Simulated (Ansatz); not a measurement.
Reaction (ligand exchange at a Ge–C bond): `C[CH2][GeH]([OH])[OH]` + H–F → `[OH][GeH]([OH])[F]` + `CC`

Program: Ansatz. Geometries: PBE0-D4/def2-TZVP. ΔE: electronic, gas phase. CBS: MP2 limit from def2 TZ/QZ plus the TZ coupled-cluster correction, frozen cores. This one scheme is used for every species. DFT in def2-TZVPP. For Ge outer-core shells are correlated without core-valence functions, which leaves a few kJ/mol of doubt a bond. Scalar relativity is left out up to krypton. Each species was taken in one conformer, which may not be the lowest.

```json
{"level": "r2SCAN-D4", "ΔE (eV)": "-1.04"}
{"level": "B2PLYP", "ΔE (eV)": "-1.06"}
{"level": "MP2/def2-TZVPP", "ΔE (eV)": "-0.90"}
{"level": "HF/CBS(def2)", "ΔE (eV)": "-1.29"}
```

Problem. What does CCSD(T)/CBS give? (An estimate is asked.)

Solution. Computed: -0.87 eV. The listed levels differ from it by -0.17, -0.19, -0.03, -0.42 eV.

Largest T1 diagnostic among the species: 0.012.

In def2-TZVPP, CCSD(T) changes the Hartree–Fock value by +0.33 eV (the triples alone add +0.03 eV) and MP2 by +0.36 eV. The D4 term adds +0.10 eV with B3LYP and +0.06 eV with PBE0; it sums over pairs of atoms, weighted by their polarisabilities, and B3LYP, whose exchange is more repulsive, gets the larger term.

B3LYP here is the variant with VWN-RPA as its local correlation; programs differ in this.
